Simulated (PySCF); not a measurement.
CH₂O, SMILES [O+](=[C-]\[H])/[H]. The structure is a stationary point at ωB97X-D3(BJ)/def2-TZVPD.

PySCF 2.14.0 with TDDFT-PBE/def2-TZVPD puts the lowest singlet excitations at 2.78, 4.42, 5.66, 6.48, 6.52, 7.41 eV and the lowest triplet (TDA) at 1.32 eV.

Problem. What are the lowest singlet roots from EOM-CCSD/aug-cc-pVDZ (PySCF)? (An estimate is asked for; the answer gives what the named calculation found.)

Solution. 3.09, 5.48, 6.47, 7.50, 7.55, 8.26 eV; triplets 1.53, 5.26, 6.30 eV. S1 differs by 0.32 eV (second minus first; roots are paired by order, and the bases may differ).
